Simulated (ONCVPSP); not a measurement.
cobalt (Co), ONCV: configuration errors across variants

```
Element                 : cobalt (Co)
Generator               : ONCVPSP 4.0.1
Type                    : optimised norm-conserving Vanderbilt (ONCV)
Functional              : PBE
Relativity              : scalar-relativistic
Frozen core             : [Ne] 3s2
Valence charge          : 15
Reference configuration : 3p6 3d7 4s2
Partial waves           : 4s: rc 2.10 bohr, ncon 5, nbas 9, qcut 2.7 1/bohr, 2 projectors, debl 0.4 Ha; 3p: rc 1.05 bohr, ncon 4, nbas 7, qcut 10.2 1/bohr, 2 projectors, debl 1.8 Ha; 3d: rc 1.30 bohr, ncon 4, nbas 8, qcut 11.2 1/bohr, 1 projector
Local potential         : polynomial inside 0.90 bohr (lpopt 5, dvloc0 4 Ha)
Core correction         : Teter function, fcfact 5.5, rcfact 1.05
```

In the p channel the program set the typed energies aside and used -2.412, 0.250 Ha.

All-electron excitation energies from the reference (eV): (1) 3p6 3d7 4s1 9.031; (2) 3p6 3d7 4s0 25.816; (3) 3p6 3d6 4s0 61.686; (4) 3p6 3d8 4s1 -1.204.

A true bound ghost makes a file unfit for plane-wave use even where its test errors are small: the radial tests pick states by their node count and pass the ghost by.

Errors AE − PS in meV (a dash: test not solved or not reliable):

| change | (1) | (2) | (3) | (4) | bound ghosts | GHOST(+) flags above zero |
| --- | --- | --- | --- | --- | --- | --- |
| base | -4.9 | -20 | +92 | -45 | s | s |
| local potential polynomial inside 0.90 bohr (lpopt 5, dvloc0 1 Ha) | -4.9 | -20 | +93 | -44 | s | none |
| local potential polynomial inside 0.95 bohr (lpopt 5, dvloc0 6 Ha) | -5.9 | -22 | +91 | – | s | none |
| p: ncon 3, nbas 6 | -4.9 | -20 | +92 | -45 | s | s |
| core correction Teter function, fcfact 5.9, rcfact 1.05 | -4.9 | -20 | +92 | -45 | s | s |
| d: qcut 9.4 | -4.3 | -17 | +89 | -42 | s | s |

(1) Give the same row for: d: rc 0.96.

Answers

(1) -5.9, -27, +97, -49; bound ghosts: s; GHOST(+) flags above zero: s.
